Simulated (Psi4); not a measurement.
Level of theory: SAPT0/jun-cc-pVDZ, frozen core run with Psi4.

Psi4 input:

```
molecule {
0 1
H 0.37192003 -0.00000000 -0.00000000
H -0.37192003 0.00000000 0.00000000
--
0 1
B 0.48713474 -3.43655536 -1.03098637
N -0.21963517 -2.98785983 -2.18738078
B 0.29140001 -1.98948117 -3.07062248
N 1.56869489 -1.43549982 -2.75494235
B 2.32944486 -1.83759690 -1.61581529
N 1.75881476 -2.84036962 -0.77508281
H 0.03523798 -4.27246430 -0.31058541
H -1.11872409 -3.39357369 -2.38893300
H -0.32157661 -1.63397684 -4.02968568
H 1.95021606 -0.72966737 -3.36308702
H 3.39440556 -1.35714159 -1.37714202
H 2.27633222 -3.14051037 0.03466393
units angstrom
symmetry c1
no_reorient
no_com
}
set basis jun-cc-pvdz
set scf_type df
set freeze_core true
energy('sapt0')
```

Part of the output:

```
    SAPT Results
  --------------------------------------------------------------------------------------------------------
    Electrostatics                 -0.28295502 [mEh]      -0.17755696 [kcal/mol]      -0.74289830 [kJ/mol]
      Elst10,r                     -0.28295502 [mEh]      -0.17755696 [kcal/mol]      -0.74289830 [kJ/mol]

    Exchange                        1.43107873 [mEh]       0.89801546 [kcal/mol]       3.75729670 [kJ/mol]
      Exch10                        1.43107873 [mEh]       0.89801546 [kcal/mol]       3.75729670 [kJ/mol]
      Exch10(S^2)                   1.42844292 [mEh]       0.89636147 [kcal/mol]       3.75037637 [kJ/mol]

    Induction                      -0.11796318 [mEh]      -0.07402301 [kcal/mol]      -0.30971227 [kJ/mol]
      Ind20,r                      -0.17554936 [mEh]      -0.11015888 [kcal/mol]      -0.46090477 [kJ/mol]
      Exch-Ind20,r                  0.14489038 [mEh]       0.09092009 [kcal/mol]       0.38040964 [kJ/mol]
      delta HF,r (2)               -0.08730420 [mEh]      -0.05478421 [kcal/mol]      -0.22921715 [kJ/mol]

    Dispersion                     -1.14566871 [mEh]      -0.71891797 [kcal/mol]      -3.00795279 [kJ/mol]
      Disp20                       -1.25182684 [mEh]      -0.78553320 [kcal/mol]      -3.28667092 [kJ/mol]
      Exch-Disp20                   0.10615813 [mEh]       0.06661523 [kcal/mol]       0.27871813 [kJ/mol]
      Disp20 (SS)                  -0.62591342 [mEh]      -0.39276660 [kcal/mol]      -1.64333546 [kJ/mol]
      Disp20 (OS)                  -0.62591342 [mEh]      -0.39276660 [kcal/mol]      -1.64333546 [kJ/mol]
      Exch-Disp20 (SS)              0.06660240 [mEh]       0.04179364 [kcal/mol]       0.17486458 [kJ/mol]
      Exch-Disp20 (OS)              0.03955573 [mEh]       0.02482159 [kcal/mol]       0.10385355 [kJ/mol]

  Total HF                          1.03016054 [mEh]       0.64643550 [kcal/mol]       2.70468612 [kJ/mol]
  Total SAPT0                      -0.11550817 [mEh]      -0.07248247 [kcal/mol]      -0.30326666 [kJ/mol]
```
